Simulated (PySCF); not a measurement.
From one molecule to another.

First species: C4H13NP2Si.
SMILES: `[Si]1([C@@H](NC)CC1)(P)P`

Second species: C5H10F3NSi.
SMILES: `C=N[SiH2][C@@H](C)CC(F)(F)F`

Levels: PBE0/pcSseg-1 for dipole moment, HOMO energy, LUMO energy and HOMO–LUMO gap; GFN2-xTB for rotational constant A and rotational constant C. Geometries: GFN2-xTB. Each structure is a single optimised conformer of the isolated species, non-relativistic unless stated. Electronic properties by PySCF.

The conformers computed, where there is a choice (atom-mapped SMILES and torsion angles):
- `[CH3:1][NH:2][C@H:3]1[CH2:4][CH2:5][Si:6]1([PH2:7])[PH2:8]`: C1–N2–C3–C4 178°, H–P7–Si6–C5 -175°, H–P7–Si6–C5 92°, H–P8–Si6–C5 120°, H–P8–Si6–C5 27°
- `[CH2:1]=[N:2][SiH2:3][C@@H:4]([CH3:5])[CH2:6][C:7]([F:8])([F:9])[F:10]`: C1–N2–Si3–C4 -125°, N2–Si3–C4–C5 -77°, Si3–C4–C6–C7 63°, C4–C6–C7–F8 -71°

Q: Which of the two has the higher LUMO energy, and by how much?

A: The first: -0.20 eV against -0.90 eV, a difference of 0.70 eV.

Q: Which has the higher HOMO energy?

A: The first: -6.30 eV against -7.09 eV, a difference of 0.79 eV.

Q: Which has the higher dipole moment?

A: The first: 1.49 D against 1.28 D, a difference of 0.21 D.

Q: Which of the two has the higher rotational constant A, and by how much?

A: The second: 1.446 GHz against 1.177 GHz, a difference of 0.269 GHz.

Q: Which has the higher HOMO–LUMO gap?

A: The second: 6.19 eV against 6.10 eV, a difference of 0.09 eV.

Q: Which of the two has the higher rotational constant C, and by how much?

A: The first: 0.833 GHz against 0.686 GHz, a difference of 0.147 GHz.

On the first: The dipole equals about 5.0 × 10⁻³⁰ C·m (1 D = 3.33564 × 10⁻³⁰ C·m).

On the second: The dipole matches unit charges of opposite sign 0.27 Å apart (1 e·Å = 4.8032 D).
